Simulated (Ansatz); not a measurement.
Reaction (ligand exchange at the Si–F bond): `C[Se][SiH2]F` + CH₃OH → `CO[SiH2][Se]C` + H–F

Computed with Ansatz on PBE0-D4/def2-TZVP structures; ΔE is electronic, products minus reactants. CCSD(T)/CBS is the MP2 limit (def2-TZVPP, def2-QZVPP) plus CCSD(T) − MP2 in def2-TZVPP, frozen cores. This one scheme is used for every species. DFT in def2-TZVPP. For Se outer-core shells are correlated without core-valence functions, which leaves a few kJ/mol of doubt a bond. Scalar relativity is left out up to krypton. Each species was taken in one conformer, which may not be the lowest.

```json
{"level": "ωB97X-V", "ΔE (kJ/mol)": "31.3"}
{"level": "B2PLYP", "ΔE (kJ/mol)": "33.5"}
```

**Question.** What does CCSD(T)/CBS give? (Best estimate.)

**Answer.** Computed: +26.0 kJ/mol. The listed levels differ from it by 5.3, 7.5 kJ/mol.

Largest T1 diagnostic among the species: 0.010.

The D4 term adds −11.2 kJ/mol with B3LYP and −6.6 kJ/mol with PBE0; it sums over pairs of atoms, weighted by their polarisabilities, and B3LYP, whose exchange is more repulsive, gets the larger term. In def2-TZVPP, CCSD(T) changes the Hartree–Fock value by −18.5 kJ/mol (the triples alone add −3.2 kJ/mol) and MP2 by −21.7 kJ/mol.

CCSD(T)/CBS has its own doubt, a few kJ/mol and more with outer-core shells, so smaller differences from it don't rank the levels.

B3LYP here is the variant with VWN-RPA as its local correlation; programs differ in this.
